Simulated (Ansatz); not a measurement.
Relaxed structures of SiH₃S₂O (charge +1), singlet (PBE0-D4/def2-TZVP; forces vanish, vibrations not checked; lower isomers may exist, and structures with a doubtful reference or unclear bonds are left out; Å). Program: Ansatz 0.2.0. Basis: def2-TZVPP. Cores are frozen in the correlated methods.

Rank them by CCSD(T) energy, lowest first, and give each one's height above the lowest. Links in brackets join atoms within 1.22 times the sum of their covalent radii (1.1 for two metals). (Judge from chemistry; the value comes from the calculation.)
A.
SiH₃S₂O ([S][SiH][OH][SH]), total charge +1
```
7
angstrom
S -1.4525 -2.2403 -0.1574
Si 0.0563 -1.4826 0.7063
O 0.6533 0.1193 0.1419
S 0.0954 0.9807 -1.2680
H 1.0435 -1.6821 1.7801
H -0.8625 1.6478 -0.5930
H 1.4138 0.5556 0.5664
```
B.
SiH₃S₂O ([SiH][O][SH][SH]), total charge +1
```
7
angstrom
S -1.1218 -1.5607 -0.6280
Si 0.4473 1.6961 -0.9694
O 0.6109 0.6494 0.4386
S -0.1208 -0.6576 0.8981
H 0.9269 -1.5162 0.8277
H -2.3133 -1.0806 -0.2159
H 1.5100 2.5873 -0.3665
```
C.
SiH₃S₂O ([OH][S][SiH][SH]), total charge +1
```
7
angstrom
S -1.6316 -1.2696 -0.0637
Si 0.2756 -1.0320 0.6134
O 0.3471 1.3495 -0.9217
S 1.4267 0.5875 0.0554
H 0.9226 -2.0583 1.4455
H -1.5453 -0.1181 -0.7748
H 0.2322 2.2581 -0.6023
```
D.
SiH₃S₂O ([SH][O][SiH][SH]), total charge +1
```
7
angstrom
S -1.6225 -1.3539 -0.0623
Si 0.2708 -0.9545 0.5464
O 1.0496 0.3519 0.0758
S 0.4887 1.4782 -1.0615
H 1.0444 -1.8326 1.4280
H -1.6221 -0.1773 -0.7513
H 0.3911 2.4883 -0.1752
```

By the calculation: D (0.0 kJ/mol), C (18.9 kJ/mol), A (89.4 kJ/mol), B (189.1 kJ/mol). Heights count from the lowest.

No T1 diagnostic of these runs exceeds 0.018. The restricted Hartree–Fock reference is unstable towards an unrestricted one at one or more of these structures.

For scale, one of the runs: CCSD(T)/def2-TZVPP, 199 basis functions, launched by `ansatz run in.yaml --threads 2 --pin off --events-out ev --progress --plain --max-ram 4352MiB`. Time: 94 s of wall clock on 2 CPU threads of an Arm Neoverse V1; the host was shared. Peak host memory: 2.1 GiB.
